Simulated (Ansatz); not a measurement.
`c1ccc(-c2ccc(-c3ccc(-c4ccc(-c5ccc(-c6cccnc6)nc5)nc4)nc3)nc2)nc1`, relaxed as a singlet with RKS PBE-D4/def2-SVP in Ansatz, starting from the GFN2-xTB geometry. Force threshold 0.03 eV/Å.

Single mean-field runs in def2-SVP are fitted with def2-universal-jkfit.

Start:

```xyz
56

C     7.445    6.803    6.084
C     7.975    6.278    4.916
C     7.185    5.464    4.124
C     5.874    5.191    4.525
C     4.967    4.340    3.748
C     5.320    3.723    2.547
C     4.398    2.938    1.883
C     3.122    2.772    2.426
C     2.084    1.958    1.790
C     0.825    1.839    2.386
C    -0.149    1.073    1.784
C     0.138    0.422    0.579
C    -0.833   -0.411   -0.132
C    -2.130   -0.641    0.328
C    -2.983   -1.441   -0.403
C    -2.535   -2.015   -1.596
C    -3.383   -2.875   -2.423
C    -4.703   -3.196   -2.103
C    -5.433   -4.015   -2.941
C    -4.838   -4.512   -4.103
C    -5.538   -5.388   -5.048
C    -6.858   -5.810   -4.886
C    -7.425   -6.640   -5.837
C    -6.656   -7.023   -6.925
N    -5.403   -6.634   -7.095
C    -4.865   -5.845   -6.188
N    -3.574   -4.205   -4.410
C    -2.884   -3.426   -3.611
N    -1.293   -1.797   -2.037
C    -0.485   -1.034   -1.339
N     1.341    0.535    0.012
C     2.267    1.267    0.588
N     2.784    3.363    3.576
C     3.662    4.108    4.203
N     5.376    5.700    5.654
C     6.133    6.476    6.400
H     8.028    7.443    6.727
H     8.992    6.499    4.624
H     7.586    5.054    3.212
H     6.304    3.844    2.122
H     4.674    2.464    0.956
H     0.640    2.356    3.315
H    -1.119    0.985    2.247
H    -2.481   -0.204    1.250
H    -3.983   -1.615   -0.042
H    -5.170   -2.817   -1.207
H    -6.452   -4.258   -2.685
H    -7.446   -5.502   -4.034
H    -8.444   -6.982   -5.735
H    -7.056   -7.669   -7.696
H    -3.840   -5.546   -6.354
H    -1.867   -3.212   -3.911
H     0.508   -0.893   -1.743
H     3.206    1.296    0.051
H     3.333    4.560    5.128
H     5.664    6.855    7.299
```

| step | energy (eV) | largest force component (eV/Å) | SCF passes |
| --- | --- | --- | --- |
| 1 | -40299.0902 | 0.992 | 21 |
| 2 | -40299.5331 | 0.328 | 22 |
| 3 | -40299.5772 | 0.037 | 22 |
| 4 | -40299.5776 | 0.017 | 15 |

Force components are those of the run's own axes.

End:

Cartesian coordinates in Å:
```
C 7.5489 6.8812 6.1456
C 8.0722 6.3455 4.9604
C 7.2613 5.5241 4.1695
C 5.9363 5.2552 4.5859
C 5.0165 4.3942 3.8018
C 5.3690 3.7687 2.5884
C 4.4379 2.9748 1.9175
C 3.1455 2.8074 2.4664
C 2.1000 1.9828 1.8181
C 0.8259 1.8573 2.4134
C -0.1538 1.0806 1.7991
C 0.1418 0.4234 0.5807
C -0.8441 -0.4191 -0.1330
C -2.1567 -0.6520 0.3278
C -3.0200 -1.4616 -0.4109
C -2.5668 -2.0410 -1.6190
C -3.4223 -2.9112 -2.4573
C -4.7563 -3.2422 -2.1415
C -5.4880 -4.0709 -2.9930
C -4.8806 -4.5718 -4.1676
C -5.5932 -5.4583 -5.1210
C -6.9289 -5.8760 -4.9448
C -7.5181 -6.7136 -5.8979
C -6.7528 -7.1125 -7.0059
N -5.4800 -6.7291 -7.1974
C -4.9248 -5.9278 -6.2797
N -3.6011 -4.2572 -4.4742
C -2.9086 -3.4657 -3.6571
N -1.3080 -1.8208 -2.0649
C -0.4901 -1.0470 -1.3543
N 1.3615 0.5416 0.0077
C 2.2926 1.2864 0.6013
N 2.8022 3.4056 3.6306
C 3.6974 4.1614 4.2646
N 5.4402 5.7764 5.7307
C 6.2218 6.5604 6.4787
H 8.1505 7.5319 6.7974
H 9.1055 6.5661 4.6515
H 7.6595 5.0978 3.2382
H 6.3725 3.8946 2.1560
H 4.7190 2.4904 0.9723
H 0.6429 2.3858 3.3602
H -1.1439 0.9874 2.2672
H -2.5147 -0.2035 1.2662
H -4.0411 -1.6385 -0.0452
H -5.2352 -2.8555 -1.2298
H -6.5268 -4.3239 -2.7395
H -7.5133 -5.5536 -4.0701
H -8.5586 -7.0536 -5.7845
H -7.1895 -7.7736 -7.7766
H -3.8799 -5.6141 -6.4392
H -1.8691 -3.2277 -3.9369
H 0.5284 -0.8882 -1.7455
H 3.2624 1.3345 0.0750
H 3.3862 4.6352 5.2103
H 5.7686 6.9595 7.4044
```

By distances, no bond broke or formed. The bond that changes most is C24–H50, from 1.08 to 1.11 Å (atoms count from 1).

No frequencies were taken in this run, so the end may be a saddle point.

Hardware: 2 threads of AMD EPYC 7R13 on a shared host and a share (18 GiB) of an NVIDIA H100 80GB HBM3. Wall time 52 s, peak host memory 1.1 GiB.
